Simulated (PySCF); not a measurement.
Working out the ionisation energy of Pt²⁺

Pt²⁺ [Xe] 4f14 5d8 (3F) → Pt³⁺ [Xe] 4f14 5d7 (4F). Computed with PySCF 2.14 in def2-QZVPPD with the def2 core potential (60 electrons) (7s5p4d4f2g, 88 functions), with a scalar-relativistic core potential. Frozen: nothing. Energies in hartree (1 hartree = 27.21139 eV):

```
             part  Pt²⁺ (lower)  Pt³⁺ (upper)
              UHF   -117.500111   -116.428012
MP2 opposite-spin     -0.326138     -0.285512
    MP2 same-spin     -0.143052     -0.125850
```

**Question.** What does Hartree-Fock give?

**Answer.** (-116.428012) − (-117.500111) = 1.072099 hartree = 29.173 eV.

**Question.** What do MP2 and SCS-MP2 (6/5 opposite-spin, 1/3 same-spin) give?

**Answer.** The opposite-spin parts differ by 1.105 eV and the same-spin parts by 0.468 eV. MP2: 29.173 + (1.105) + (0.468) = 30.746 eV. SCS-MP2: 29.173 + 1.2 × (1.105) + (0.468)/3 = 30.655 eV.

Reference: 29 ± 1.6 eV (theoretical estimate listed by NIST; NIST Atomic Spectra Database, ionization energies), between the lowest levels; spin-orbit coupling is absent from the calculation.

What remains against the reference includes basis incompleteness and correlation beyond second order.
